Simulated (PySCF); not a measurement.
From one molecule to another.

First species: Trimethoxysilane, C3H10O3Si.
SMILES with atom numbers: `[CH3:1][O:2][SiH:3]([O:4][CH3:5])[O:6][CH3:7]` (hydrogens: H8, H9, H10 on C1; H11 on Si3; H12, H13, H14 on C5; H15, H16, H17 on C7)

Geometry (PBE0-D3(BJ)/def2-SVP, Å), atoms numbered from 1 in this order:
```xyz
17
C3H10O3Si angstrom
C      2.6258    0.0194   -0.6680
O      1.4092    0.6589   -0.4009
Si    -0.0819   -0.0365   -0.3966
O     -1.1332    1.0036    0.3233
C     -1.2711    2.3718    0.0610
O     -0.0087   -1.4082    0.5090
C     -1.0953   -2.1643    0.9645
H      2.7664   -0.8706   -0.0310
H      3.4478    0.7228   -0.4662
H      2.7024   -0.2969   -1.7246
H     -0.5213   -0.3509   -1.7848
H     -1.6884    2.5591   -0.9455
H     -1.9627    2.8063    0.7988
H     -0.3053    2.9001    0.1371
H     -1.8086   -1.5475    1.5378
H     -1.6442   -2.6426    0.1324
H     -0.7208   -2.9621    1.6238
```

Second species: C5H5F3OS.
Numbering: `[CH2:1]=[C:2]([CH2:3][CH:4]=[S:5])[O:6][C:7]([F:8])([F:9])[F:10]` (hydrogens: H11, H12 on C1; H13, H14 on C3; H15 on C4)

Structure used (PBE0-D3(BJ)/def2-SVP), in Å, numbered top down from 1:
```xyz
15
C5H5F3OS angstrom
C     -0.2020    1.5318   -0.8047
C      0.0788    0.4789   -0.0385
C      1.4539    0.0712    0.3949
C      1.8988   -1.2045   -0.2575
S      3.3162   -1.4302   -0.9920
O     -0.8385   -0.4240    0.4655
C     -2.1342   -0.4230    0.0862
F     -2.7213   -1.4305    0.6994
F     -2.7590    0.7022    0.4261
F     -2.2741   -0.5822   -1.2254
H      0.6222    2.1559   -1.1493
H     -1.2134    1.8051   -1.1025
H      1.4283   -0.1033    1.4877
H      2.1767    0.8708    0.1911
H      1.1631   -2.0242   -0.2005
```

Levels: wB97X-D/def2-SVPD for dipole moment, HOMO energy, LUMO energy, HOMO–LUMO gap, static isotropic polarisability and electronic spatial extent ⟨r²⟩ about the centre of nuclear charge; TDDFT wB97X-D/def2-SVPD for lowest singlet excitation; TDA wB97X-D/def2-SVPD for lowest triplet excitation (Tamm–Dancoff); ΔSCF wB97X-D/def2-SVPD for vertical ionisation energy. Geometries: PBE0-D3(BJ)/def2-SVP. All species are isolated and taken at one optimised geometry, non-relativistic unless stated; the electronic structure was computed with PySCF and density fitting.

The conformers computed, where there is a choice (atom-mapped SMILES and torsion angles):
- `[CH3:1][O:2][SiH:3]([O:4][CH3:5])[O:6][CH3:7]`: C1–O2–Si3–O4 166°, O2–Si3–O4–C5 48°, O2–Si3–O6–C7 168°
- `[CH2:1]=[C:2]([CH2:3][CH:4]=[S:5])[O:6][C:7]([F:8])([F:9])[F:10]`: C1–C2–C3–C4 -111°, C2–C3–C4–S5 131°, C1–C2–O6–C7 9°, C2–O6–C7–F8 177°

Values for the first species:

| Item | Value |
| --- | --- |
| Dipole moment | 0.65 D |
| HOMO energy | -10.10 eV |
| LUMO energy | 2.31 eV |
| HOMO–LUMO gap | 12.41 eV |
| Lowest singlet excitation | 8.16 eV |
| Lowest triplet excitation (Tamm–Dancoff) | 7.98 eV |
| Static isotropic polarisability | 73.5 au |
| Vertical ionisation energy | 10.32 eV |
| Electronic spatial extent ⟨r²⟩ about the centre of nuclear charge | 1121 bohr² |

Problem. Estimate the same properties for the second species, and the change in each.

Solution. 
| property | first | second | second less first |
| --- | --- | --- | --- |
| dipole moment | 0.65 D | 1.72 D | +1.07 D |
| HOMO energy | -10.10 eV | -8.63 eV | +1.47 eV |
| LUMO energy | 2.31 eV | -0.76 eV | -3.07 eV |
| HOMO–LUMO gap | 12.41 eV | 7.87 eV | -4.54 eV |
| lowest singlet excitation | 8.16 eV | 2.42 eV | -5.74 eV |
| lowest triplet excitation (Tamm–Dancoff) | 7.98 eV | 1.96 eV | -6.02 eV |
| static isotropic polarisability | 73.5 au | 88.5 au | +15.0 au |
| vertical ionisation energy | 10.32 eV | 9.03 eV | -1.29 eV |
| electronic spatial extent ⟨r²⟩ about the centre of nuclear charge | 1121 bohr² | 2158 bohr² | +1037 bohr² |

On the first: The principal polarisabilities are 64.8, 77.7 and 77.8 au; their mean is the isotropic value. The vertical singlet–triplet gap S1 − T1 is 0.18 eV (TDDFT singlet less Tamm–Dancoff triplet).

On the second: A dipole of 1.72 D is allowed in C1, and pure rotational transitions are dipole-allowed. The ΔSCF ionisation energy exceeds −ε(HOMO) by 0.40 eV with wB97X-D.
